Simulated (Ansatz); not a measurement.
CH4ClO2Sc, SMILES `C[O][Sc]([OH])[Cl]`. Charge 0, multiplicity 1. Geometry: relaxed with PBE0-D4/def2-TZVP. It is one conformer, not always the lowest.

```xyz
9

C    -1.603   -0.771   -0.462
O    -0.389   -0.111   -0.327
Sc    1.220    0.737   -0.040
O     2.055    0.589    1.607
Cl    2.163    1.992   -1.761
H    -2.268   -0.224   -1.140
H    -2.105   -0.872    0.507
H    -1.453   -1.776   -0.873
H     2.380    0.436    2.489
```

What is the dipole moment at PBE/def2-TZVPP? (Best estimate.)

Ansatz gave: 3.64 D, with components (-1.69, -2.04, 2.50) D in this frame, pointing from negative to positive charge.

And with r2SCAN, B3LYP, ωB97M-V? (An estimate is asked.)

Ansatz gave: r2SCAN 3.68 D, B3LYP 3.62 D, ωB97M-V 3.61 D.

Give the Mulliken charges with PBE, B3LYP, r2SCAN in def2-TZVPP. (Estimate.)

The calculation gave: 
```
atom    PBE  B3LYP  r2SCAN
  C1  -0.12  -0.10    0.02
  O2  -0.44  -0.53   -0.52
 Sc3   0.90   1.03    1.04
  O4  -0.49  -0.54   -0.56
 Cl5  -0.32  -0.34   -0.34
  H6   0.10   0.10    0.06
  H7   0.09   0.09    0.05
  H8   0.09   0.09    0.05
  H9   0.19   0.19    0.20
```

B3LYP here is the variant with VWN-RPA as its local correlation; programs differ in this.
